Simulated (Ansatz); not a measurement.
C2H (SMILES [C-]#C), charge -1, singlet, geometry from GFN2-xTB (a gas-phase anion, which may not be bound at this level). Base run: B3LYP/pcseg-1 run with Ansatz (a quantum-chemistry and plane-wave program).

Ansatz was given this input:
Ansatz 0.2 input:
```yaml
crystal:
  periodic: [false, false, false]
  atoms:
    - {symbol: C, position_ang: [-0.00000000, -0.00000000, -0.47996454]}
    - {symbol: C, position_ang: [0.00000000, 0.00000000, 0.74605881]}
    - {symbol: H, position_ang: [-0.00000000, -0.00000000, -1.59656562]}
basis:
  gaussian:
    orbitals: pcseg-1.json
hamiltonian:
  xc: b3lyp
total_charge: -1
```
The basis file holds pcseg-1 in the JSON format of the Basis Set Exchange.

Each row names what was changed in the base input (with any setting that the change needs).

```tsv
change	ΔE vs base (mEh)
base	0.000
lower_state_search = off	0.000
fitting.mean_field = cc-pVTZ-JKFIT	-0.027
nuclear_model = gaussian	0.006
lower_state_search = full	0.000
point_charge = charge:-1.0 position_ang:3.1206, 2.7325, -1.0332	117.0
accuracy = high	-0.001
point_charge = charge:1.0 position_ang:3.2076, 2.5006, -1.4487	-117.9
fitting.mean_field = def2-universal-JKFIT	-0.014
point_charge = charge:0.5 position_ang:-0.9515, -3.2602, -2.8967	-54.955
final_grid = 4, 8, 17	0.142
```

A gas-phase anion may not be bound at this level; its values then depend on the basis.
